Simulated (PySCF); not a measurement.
Al(H)2(OSiH3), SMILES [SiH3][O][AlH2] (H5AlOSi) at its PBE0/def2-SVP optimised geometry (Å):

```
8

Al    -0.5718     1.3460     0.0021
H      0.4347     2.5192     0.3430
H     -2.1023     1.5640    -0.3379
O      0.0286    -0.2444     0.0000
Si     0.6072    -1.7866     0.0000
H      0.1306    -2.5143     1.2158
H      2.1023    -1.7866     0.0000
H      0.1331    -2.5192    -1.2140
```

Level of theory: PBE0/def2-TZVP (PySCF 2.14.0). Cells within 0.4 Å of a nucleus heavier than hydrogen are left out (blank, or x).

Map of the electrostatic potential (hartree/e), clipped to [-0.08, 0.12] on the plane z = 0.0 Å:

```
|000000000000000000000000000|
|000000000000000000000000000|
|000000001110000000000000000|
|000000001111000000000000000|
|000000001121101000000000000|
|000000001234348510000000000|
|000000002599999930000000000|
|000000135999999930000000000|
|000000499999999820000000000|
|00000179999xx99931000000000|
|00000039999xx99931000000000|
|000000037999999710000000000|
|000000014999999400000000000|
|0000000024699x9900000000000|
|0000000000199xx952100000000|
|000000000004999999310000000|
|000000000015999999983100000|
|00000000013999xx99999200000|
|00000000114999xx99999200000|
|000000001138999999995100000|
|000000000124999999531000000|
|000000000012489996310000000|
|000000000001134553210000000|
|000000000000012222110000000|
|000000000000011111110000000|
|000000000000001111100000000|
|000000000000000011000000000|
```
Scale: ten equal steps from -0.011 (start of '0') to 0.120 (end of '9'), in the order '0123456789'; x runs from -5.00 to 5.00, y from -5.00 (bottom) to 5.00 (top).
